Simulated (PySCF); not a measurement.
Calculation: CAM-B3LYP-D3(BJ)/def2-TZVP (PySCF). Isolated molecules, 0 K electronic values unless said otherwise. One relaxed conformer stands for a flexible species; it need not be the lowest. Delta-SCF ions had no search for a lower state. 

Reference species (SMILES): `[InH3]` (neutral, multiplicity 1).

```
Property                                  Result
--------------------------------------  --------
LUMO                                    -1.12 eV
vertical ionisation energy (Delta-SCF)  10.71 eV
```

Changed species: `[InH2][SH]` (2 of 3 SH replaced by H; the reference has 3 of 3 SH replaced by H).

Q: Predict the effect on the LUMO and vertical ionisation energy (Delta-SCF).

A: the LUMO rises by 0.23 eV, to -0.89 eV; the vertical ionisation energy (Delta-SCF) falls by 1.06 eV, to 9.65 eV.
